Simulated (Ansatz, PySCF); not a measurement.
Donor–acceptor adduct: AlH3 (SMILES [AlH3]) (first 4 atoms) with AsH3 (SMILES [AsH3]); geometry from B3LYP-D3(BJ)/def2-TZVP, rigid monomers moved along the line of their centres of mass till Al1···As5 is 3.07 Å.
(charge 0, multiplicity 1):
```xyz
8

Al     0.28220     0.62546     0.56096
H     -0.54048    -0.29261    -0.44148
H     -0.24747     2.09129     0.86980
H      1.81159     0.28936     0.83026
As    -0.79189    -0.65691     3.13433
H     -0.32679    -0.15692     4.48217
H     -0.57278    -2.12838     3.39842
H     -2.27320    -0.63535     3.43137
```

Counterpoise-corrected where a basis set is named; no monomer relaxation.

Frozen-core correlation. Filled d and f shells under p-block atoms count as core. CBS: X⁻³ extrapolation of the correlation energy, Hartree–Fock from the larger set.

Run with Ansatz (a quantum-chemistry and plane-wave program); PySCF for the dispersion terms. Each number belongs to the level named beside it.

The comparison value is -523.7 meV (CCSD(T)/CBS(def2-SVPD, def2-TZVPPD)). It is a level with limits of its own, not the exact answer.

Q: Order these levels by how close they come to the comparison value for the interaction energy, closest first: r2SCAN/def2-TZVPPD, wB97M-V/def2-TZVPPD, PBE0-D3(BJ)/def2-TZVPPD, B3LYP/def2-TZVPPD. Give each level's value less the comparison value.

A: wB97M-V/def2-TZVPPD (-14.2 meV), r2SCAN/def2-TZVPPD (-33.1 meV), PBE0-D3(BJ)/def2-TZVPPD (-73.6 meV), B3LYP/def2-TZVPPD (93.4 meV)
